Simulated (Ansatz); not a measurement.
Basis sets compared for `FC(F)(F)c1ccc(-c2ccc(-c3ccc(-c4ccc(C(F)(F)F)s4)s3)s2)s1`. Total charge 0; singlet. Geometry PBE-D4/def2-SVP. Ansatz on 2 threads of AMD EPYC 7R13 on a shared host and a share (18 GiB) of an NVIDIA H100 80GB HBM3; times are rough, and most runs start from earlier orbitals.

```xyz
36

F     4.216   -4.981   -6.621
C     4.194   -4.745   -5.289
F     4.073   -5.941   -4.660
F     5.404   -4.244   -4.936
C     3.077   -3.811   -4.942
C     2.144   -3.262   -5.805
C     1.225   -2.406   -5.147
C     1.455   -2.306   -3.774
C     0.714   -1.537   -2.800
C    -0.564   -0.989   -2.929
C    -0.991   -0.284   -1.782
C    -0.052   -0.280   -0.747
C    -0.140    0.325    0.558
C     0.791    0.324    1.600
C     0.357    1.030    2.744
C    -0.915    1.588    2.605
C    -1.680    2.370    3.548
C    -2.959    2.912    3.409
C    -3.391    3.629    4.554
C    -2.446    3.636    5.566
C    -2.560    4.288    6.909
F    -2.461    3.390    7.921
F    -3.750    4.918    7.030
F    -1.582    5.206    7.112
S    -1.013    2.759    5.120
S    -1.571    1.224    1.022
S     1.387   -1.155   -1.230
S     2.821   -3.293   -3.302
H     2.143   -3.471   -6.883
H     0.427   -1.851   -5.657
H    -1.176   -1.123   -3.831
H    -1.969    0.209   -1.693
H     1.763   -0.183    1.524
H     0.953    1.136    3.661
H    -3.560    2.788    2.498
H    -4.362    4.130    4.649
```

Single mean-field runs in def2-SVP, def2-TZVP are fitted with def2-universal-jkfit.

Binding counts from free atoms (F doublet, C triplet, S triplet, H doublet) in the same basis, without a counterpoise term.

```
           level  functions  energy (Eh)  HOMO (eV)  LUMO (eV)  binding per atom (eV)  wall time
 PBE-D4/def2-SVP        448   -2879.1120      -5.04      -3.16                   5.41       10 s
PBE0-D4/def2-SVP        448   -2879.2587      -5.89      -2.67                   5.23       20 s
```

Problem. Estimate the rows for PBE-D4/def2-TZVP (with forces), PBE0-D4/def2-TZVP.

Solution. 
| level | functions | energy (Eh) | HOMO (eV) | LUMO (eV) | binding per atom (eV) | wall time |
| --- | --- | --- | --- | --- | --- | --- |
| PBE-D4/def2-TZVP (with forces) | 940 | -2881.1263 | -5.10 | -3.27 | 5.32 | 15 s |
| PBE0-D4/def2-TZVP | 940 | -2881.2646 | -5.87 | -2.71 | 5.15 | 17 s |
